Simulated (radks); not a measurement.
Task: Species: the rubidium ion Rb2+. Configuration: [Ar] 3d10 4s2 4p5 (the NIST ground configuration). Calculated with a radial shooting solver on a logarithmic mesh with Libxc functionals: scalar-relativistic Kohn-Sham, LDA (Slater exchange, Perdew-Wang correlation), spin-polarised, spherical densities, point nucleus; open shells are filled with parallel spins first (spin-orbit coupling, left out, can overturn this in heavy ions). Some entries of the table are withheld. Estimate them.

orbital  occ.  eigenvalue (hartree)  r(max) (bohr)
1s up       1             -552.3622        0.02632
1s down     1             -552.3583        0.02632
2s up       1             -74.44365         0.1498
2s down     1             -74.44100         0.1498
2p up       3             -66.13859         0.1196
2p down     3             -66.13492         0.1196
3s up       1             -11.65316         0.4514
3s down     1             -11.64815         0.4514
3p up       3              -8.98965         0.4465
3p down     3              -8.98405         0.4466
3d up       5              -4.56815         0.3920
3d down     5              -4.56163         0.3919
4s up       1              -1.87223          1.246
4s down     1              -1.83990          1.244
4p up       3              -1.26016          1.394
4p down     2              -1.22916          1.395
5s up       0              -0.48359          3.245
4d up       0              -0.48111            (1)
5s down     0              -0.47620          3.275
4d down     0              -0.46154            (2)
5p up       0              -0.34699          3.890
5p down     0              -0.34226          3.934
4f up       0              -0.14204          6.005
4f down     0              -0.14091          6.131

Result: 
(1) 4d up r(max) (bohr): 2.028
(2) 4d down r(max) (bohr): 2.068
